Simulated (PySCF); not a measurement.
Record of a relaxation.

Species: SnH(NCO)3, C3HN3O3Sn.
Bonds: Sn1–N3, Sn1–N6, Sn1–N9, N3–C4, C4–O5, N6–C7, C7–O8, N9–C10, C10–O11. Hydrogens: H2 on Sn1.

Method: PBE0-D3(BJ)/def2-SVP geometry optimisation, gas phase, def2 core potentials past Kr in PySCF 2.14.0; density fitting, grid level 1; the optimiser is geomeTRIC in internal coordinates, started from a GFN2-xTB structure with every atom displaced at random (about 0.03 Å). The frame can shift and turn from step to step; on so coarse a grid that alone can change the energy by a few meV, and forces under 0.02 eV/Å are noise.

Step 0: E = -19544.2535 eV, largest atomic force 17.698 eV/Å
```
atom  x, y, z in Å  |  force x, y, z in eV/Å
Sn1     0.104   -0.062    1.032   -2.217   2.718   0.668
H2      0.085    0.028    2.642    0.061   0.072   1.355
N3      1.797   -0.023    0.259    8.943   0.138  -5.279
C4      2.834   -0.012   -0.535  -14.085  -0.056  10.716
O5      3.624   -0.043   -1.275    8.132  -0.124  -6.826
N6     -0.896    1.621    0.347    2.314  -3.921   3.359
C7     -1.340    2.347   -0.441   -1.650   2.815  -2.518
O8     -1.811    3.138   -1.160   -0.234   0.354  -0.610
N9     -0.921   -1.565    0.467   -2.052  -3.341  -2.312
C10    -1.427   -2.362   -0.318    0.784   1.440   1.681
O11    -1.952   -3.153   -0.987    0.004  -0.096  -0.234
```

Step 1: E = -19545.5403 eV, largest atomic force 3.300 eV/Å
```
atom  x, y, z in Å  |  force x, y, z in eV/Å
Sn1     0.081   -0.015    1.069   -0.092  -0.307  -0.027
H2      0.097    0.081    2.788    0.123  -0.148  -0.572
N3      1.899    0.001    0.198   -1.181  -0.059   1.012
C4      2.827    0.003   -0.556   -2.117  -0.091   1.322
O5      3.704   -0.004   -1.282    2.633   0.034  -1.990
N6     -0.882    1.602    0.387    0.198  -0.338   0.312
C7     -1.339    2.342   -0.437   -0.410   0.739  -0.777
O8     -1.799    3.101   -1.205    0.271  -0.457   0.446
N9     -1.004   -1.623    0.446    0.529   0.594   0.267
C10    -1.493   -2.397   -0.336    0.197   0.283   0.285
O11    -1.993   -3.176   -1.041   -0.152  -0.249  -0.277
```

Step 2: E = -19545.6488 eV, largest atomic force 0.887 eV/Å
```
atom  x, y, z in Å  |  force x, y, z in eV/Å
Sn1     0.058    0.003    1.085   -0.050  -0.087  -0.030
H2      0.125    0.046    2.767    0.072  -0.030  -0.033
N3      1.849   -0.015    0.211   -0.147  -0.046   0.207
C4      2.768   -0.032   -0.561   -0.649   0.006   0.408
O5      3.670   -0.047   -1.288    0.700  -0.011  -0.544
N6     -0.893    1.612    0.399   -0.117   0.170  -0.083
C7     -1.344    2.350   -0.439   -0.018   0.078  -0.122
O8     -1.795    3.097   -1.217    0.091  -0.151   0.170
N9     -0.977   -1.594    0.465    0.160   0.159   0.143
C10    -1.444   -2.365   -0.331   -0.052  -0.079  -0.092
O11    -1.920   -3.141   -1.060    0.010  -0.009  -0.025
```

Step 3: E = -19545.6579 eV, largest atomic force 0.193 eV/Å
```
atom  x, y, z in Å  |  force x, y, z in eV/Å
Sn1     0.044    0.013    1.101   -0.127   0.129  -0.068
H2      0.145    0.035    2.779    0.022   0.013   0.008
N3      1.826   -0.024    0.222    0.095  -0.022   0.029
C4      2.733   -0.054   -0.565   -0.056   0.018  -0.004
O5      3.634   -0.080   -1.306    0.026  -0.008  -0.032
N6     -0.906    1.632    0.407   -0.006  -0.038   0.055
C7     -1.348    2.366   -0.440    0.080  -0.093   0.047
O8     -1.789    3.109   -1.223   -0.021   0.036  -0.024
N9     -0.964   -1.589    0.474   -0.039  -0.054   0.014
C10    -1.412   -2.360   -0.336   -0.003  -0.015  -0.061
O11    -1.865   -3.133   -1.082    0.029   0.033   0.037
```

Step 4: E = -19545.6592 eV, largest atomic force 0.164 eV/Å
```
atom  x, y, z in Å  |  force x, y, z in eV/Å
Sn1     0.034    0.018    1.110    0.004  -0.029  -0.015
H2      0.148    0.040    2.787    0.008   0.007   0.013
N3      1.817   -0.025    0.229    0.123  -0.010   0.008
C4      2.713   -0.058   -0.571    0.074   0.006  -0.115
O5      3.606   -0.089   -1.324   -0.130   0.003   0.101
N6     -0.907    1.632    0.419   -0.070   0.054   0.034
C7     -1.340    2.363   -0.434    0.040  -0.025  -0.005
O8     -1.774    3.104   -1.223   -0.016   0.027  -0.021
N9     -0.963   -1.588    0.478   -0.071  -0.057   0.016
C10    -1.398   -2.356   -0.342    0.032   0.012  -0.032
O11    -1.837   -3.128   -1.098    0.006   0.011   0.017
```

Step 5: E = -19545.6603 eV, largest atomic force 0.215 eV/Å
```
atom  x, y, z in Å  |  force x, y, z in eV/Å
Sn1     0.026    0.019    1.123    0.070  -0.059  -0.060
H2      0.151    0.043    2.799   -0.006   0.002   0.008
N3      1.812   -0.026    0.239    0.062   0.003   0.053
C4      2.692   -0.061   -0.579    0.112  -0.004  -0.177
O5      3.569   -0.094   -1.351   -0.159   0.012   0.144
N6     -0.913    1.637    0.434   -0.056   0.010   0.069
C7     -1.334    2.363   -0.427    0.012   0.029  -0.057
O8     -1.757    3.103   -1.224   -0.007   0.007  -0.004
N9     -0.963   -1.592    0.484   -0.059   0.004   0.059
C10    -1.382   -2.354   -0.349    0.045   0.009  -0.030
O11    -1.803   -3.122   -1.118   -0.014  -0.011  -0.006
```

Step 6: E = -19545.6626 eV, largest atomic force 0.252 eV/Å
```
atom  x, y, z in Å  |  force x, y, z in eV/Å
Sn1     0.010    0.014    1.158    0.192  -0.079  -0.107
H2      0.153    0.041    2.833   -0.031  -0.016  -0.015
N3      1.803   -0.030    0.270   -0.074   0.021   0.161
C4      2.623   -0.057   -0.607    0.096  -0.013  -0.233
O5      3.446   -0.086   -1.437   -0.086   0.016   0.137
N6     -0.929    1.640    0.483   -0.040  -0.063   0.104
C7     -1.310    2.357   -0.407   -0.027   0.124  -0.142
O8     -1.695    3.091   -1.227    0.007  -0.040   0.039
N9     -0.964   -1.606    0.506   -0.052   0.085   0.105
C10    -1.332   -2.348   -0.368    0.064   0.009  -0.003
O11    -1.706   -3.102   -1.174   -0.048  -0.044  -0.047
```

Step 7: E = -19545.6654 eV, largest atomic force 0.193 eV/Å
```
atom  x, y, z in Å  |  force x, y, z in eV/Å
Sn1     0.012    0.007    1.164    0.161  -0.043  -0.098
H2      0.153    0.032    2.840   -0.026  -0.019  -0.012
N3      1.808   -0.029    0.281   -0.065   0.014   0.121
C4      2.607   -0.048   -0.618   -0.003  -0.006  -0.107
O5      3.412   -0.067   -1.463   -0.004   0.009   0.048
N6     -0.935    1.636    0.499   -0.026  -0.070   0.078
C7     -1.301    2.350   -0.400   -0.024   0.106  -0.118
O8     -1.677    3.082   -1.227    0.010  -0.043   0.042
N9     -0.967   -1.611    0.514   -0.031   0.084   0.084
C10    -1.324   -2.346   -0.372    0.042   0.003   0.005
O11    -1.690   -3.093   -1.188   -0.035  -0.035  -0.043
```

Step 8: E = -19545.6691 eV, largest atomic force 0.101 eV/Å
```
atom  x, y, z in Å  |  force x, y, z in eV/Å
Sn1     0.023   -0.004    1.170    0.029   0.029  -0.001
H2      0.152    0.008    2.846   -0.004  -0.011  -0.002
N3      1.824   -0.025    0.300   -0.043  -0.001   0.053
C4      2.585   -0.028   -0.632   -0.034   0.002   0.033
O5      3.365   -0.031   -1.499    0.067   0.000  -0.076
N6     -0.945    1.623    0.521   -0.009  -0.023  -0.017
C7     -1.290    2.334   -0.391    0.004   0.009   0.005
O8     -1.651    3.060   -1.228    0.003  -0.009   0.006
N9     -0.974   -1.615    0.528   -0.009   0.014  -0.005
C10    -1.315   -2.336   -0.377   -0.007  -0.011   0.008
O11    -1.675   -3.071   -1.207    0.004   0.002  -0.005
```

Step 9: E = -19545.6695 eV, largest atomic force 0.072 eV/Å
```
atom  x, y, z in Å  |  force x, y, z in eV/Å
Sn1     0.025   -0.005    1.171    0.003   0.016   0.008
H2      0.150    0.002    2.848    0.000  -0.005  -0.001
N3      1.826   -0.024    0.304    0.023  -0.002  -0.019
C4      2.584   -0.025   -0.633   -0.046   0.002   0.054
O5      3.360   -0.026   -1.502    0.026  -0.001  -0.031
N6     -0.947    1.620    0.523   -0.008  -0.009  -0.021
C7     -1.289    2.330   -0.391    0.008  -0.004   0.019
O8     -1.648    3.055   -1.230   -0.001   0.001  -0.004
N9     -0.976   -1.613    0.529   -0.007   0.004  -0.014
C10    -1.315   -2.334   -0.378   -0.002  -0.004   0.010
O11    -1.673   -3.067   -1.210    0.003   0.002  -0.002
```

Step 10: E = -19545.6696 eV, largest atomic force under 0.02 eV/Å
```
atom  x, y, z in Å  |  force x, y, z in eV/Å
Sn1     0.026   -0.004    1.173   -0.009   0.001   0.009
H2      0.148   -0.002    2.849    0.003   0.000   0.002
N3      1.828   -0.023    0.307    0.007  -0.001   0.003
C4      2.583   -0.023   -0.631    0.007   0.002  -0.009
O5      3.357   -0.024   -1.503   -0.006  -0.001   0.006
N6     -0.948    1.618    0.522   -0.005  -0.002  -0.015
C7     -1.288    2.328   -0.392    0.006  -0.003   0.016
O8     -1.645    3.053   -1.232   -0.002   0.004  -0.005
N9     -0.977   -1.612    0.528   -0.004   0.003  -0.012
C10    -1.314   -2.332   -0.379    0.002  -0.004   0.005
O11    -1.671   -3.065   -1.212    0.000   0.001   0.001
```

Task: Summarise the path.

Result: The energy falls by 136.64 kJ/mol from step 0 to step 10; nine tenths of that is first reached at step 1. It falls at every step. The largest force goes from 17.698 to under 0.02 eV/Å. Among the bonds Sn1–N3 changes most, from 1.861 to 1.999 Å; the atoms move by 0.211 Å rms after alignment.

The cost below is that of the whole optimisation. The run took 2.1 min of wall time on one thread of an Arm Neoverse V2, shared host, and the process peaked at 0.62 GiB of memory.
